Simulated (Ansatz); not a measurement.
Complex (SMILES): O (H2O) with F (HF), atoms 1 to 3 the first; geometry from B3LYP-D3(BJ)/def2-TZVP, monomers rigid:
```xyz
5

O      0.0126     0.5732     0.1476
H     -0.2167     0.4999    -0.7856
H      0.6440    -0.1320     0.3287
F      0.9055     2.9606     0.8114
H      0.5537     2.1097     0.6008
```

Basis-set convergence of the uncorrected interaction energy at HF with Ansatz (a quantum-chemistry and plane-wave program). Cartesian d functions, on some or all atoms, in 6-31G*, 6-31+G*; all else is spherical. No added dispersion term, no relativity. Functions are those of the species that has most. Reference: the counterpoise-corrected one, the value in aug-pcseg-3, -7.89 kcal/mol, itself unsure by roughly 0.02 kcal/mol (its mean distance from aug-cc-pVQZ, def2-QZVPPD, counterpoise-corrected). Deviations are taken from unrounded values.

| basis | functions | uncorrected interaction energy (kcal/mol) |
|---|---|---|
| 6-31G* | 36 | -9.62 |
| 6-31+G* | 44 | -9.55 |
| cc-pVDZ | 43 | -10.41 |
| aug-cc-pVDZ | 73 | -8.06 |
| def2-SVP | 43 | -10.61 |
| def2-SVPD | 70 | -8.52 |
| pcseg-1 | 43 | -9.39 |
| aug-pcseg-1 | 73 | -8.54 |
| 6-311G** | 54 | -10.18 |
| 6-311+G** | 62 | -8.97 |
| def2-TZVP | 80 | -8.57 |
| def2-TZVPD | 107 | -7.86 |
| cc-pVTZ | 102 | -8.85 |
| aug-cc-pVTZ | 161 | -7.94 |
| pcseg-2 | 102 | -8.19 |
| aug-pcseg-2 | 161 | -8.03 |
| def2-TZVPP | 104 | -8.27 |
| def2-TZVPPD | 131 | -7.89 |
| cc-pVQZ | 200 | -8.26 |
| aug-cc-pVQZ | 298 | -7.92 |
| def2-QZVPP | 204 | -8.01 |
| def2-QZVPPD | 231 | -7.87 |
| pcseg-3 | 219 | -7.95 |
| aug-pcseg-3 | 317 | -7.95 |

What the diffuse functions change, pair by pair:
- 6-31G* to 6-31+G*: 8 more functions, deviation -1.73 to -1.66 kcal/mol
- cc-pVDZ to aug-cc-pVDZ: 30 more functions, deviation -2.53 to -0.17 kcal/mol
- def2-SVP to def2-SVPD: 27 more functions, deviation -2.72 to -0.64 kcal/mol
- pcseg-1 to aug-pcseg-1: 30 more functions, deviation -1.50 to -0.65 kcal/mol
- 6-311G** to 6-311+G**: 8 more functions, deviation -2.30 to -1.08 kcal/mol
- def2-TZVP to def2-TZVPD: 27 more functions, deviation -0.69 to 0.02 kcal/mol
- cc-pVTZ to aug-cc-pVTZ: 59 more functions, deviation -0.96 to -0.06 kcal/mol
- pcseg-2 to aug-pcseg-2: 59 more functions, deviation -0.31 to -0.14 kcal/mol
- def2-TZVPP to def2-TZVPPD: 27 more functions, deviation -0.38 to 0.00 kcal/mol
- cc-pVQZ to aug-cc-pVQZ: 98 more functions, deviation -0.38 to -0.03 kcal/mol
- def2-QZVPP to def2-QZVPPD: 27 more functions, deviation -0.12 to 0.02 kcal/mol
- pcseg-3 to aug-pcseg-3: 98 more functions, deviation -0.07 to -0.06 kcal/mol

Leaving out the reference's own pair, they bring the value nearer the reference by more than 0.02 kcal/mol in 11 of 11 pairs.
